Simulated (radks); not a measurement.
Species: Ta8+. Configuration: [Kr] 4d10 4f(5/2: 6, 7/2: 7) 5s2 5p(1/2: 2, 3/2: 2).

Calculated with a radial shooting solver on a logarithmic mesh with Libxc functionals: Dirac Kohn-Sham, relativistic LDA (MacDonald-Vosko exchange, VWN5 correlation), spin-unpolarised, spherical densities, finite nucleus; Fermi nuclear charge, rms radius 5.3507 fm.

Energy parts (Ry):
part                       energy
total                 -31133.9109
kinetic                34810.0707
electron-nucleus      -76995.9846
Hartree                11598.9238
exchange-correlation    -546.9208

Orbitals (lengths in bohr, moments of r in powers of bohr):
orbital  occ.  eigenvalue (Ry)       <r^4>  <1/r>  small-component weight
1s1/2       2        -4918.546   6.312e-07  85.00                7.50e-02
2s1/2       2        -853.4745  0.00009474  20.66                1.70e-02
2p1/2       2        -817.0132  0.00005709  20.63                1.71e-02
2p3/2       4        -724.8318  0.00008198  17.45                1.55e-02
3s1/2       2        -202.8515    0.003511  7.584                5.57e-03
3p1/2       2        -186.4688    0.003098  7.506                5.52e-03
3p3/2       4        -166.6036    0.004051  6.683                5.06e-03
3d3/2       4        -138.6851    0.002756  6.582                4.96e-03
3d5/2       6        -134.3325    0.002992  6.386                4.83e-03
4s1/2       2        -48.71130     0.08258  3.194                1.84e-03
4p1/2       2        -41.92354     0.09017  3.087                1.75e-03
4p3/2       4        -37.30756      0.1180  2.799                1.58e-03
4d3/2       4        -26.07127      0.1508  2.590                1.39e-03
4d5/2       6        -25.21377      0.1640  2.521                1.34e-03
4f5/2       6        -11.09869      0.4017  2.092                9.67e-04
4f7/2       7        -10.94206      0.4224  2.065                9.49e-04
5s1/2       2        -13.85534       2.085  1.299                4.58e-04
5p1/2       2        -11.69021       2.800  1.198                4.00e-04
5p3/2       2        -10.86891       3.553  1.110                3.61e-04

The highest occupied level is 5p3/2 at -147.88 eV. The electron density at the nucleus is 1.294e+06 e/bohr^3.
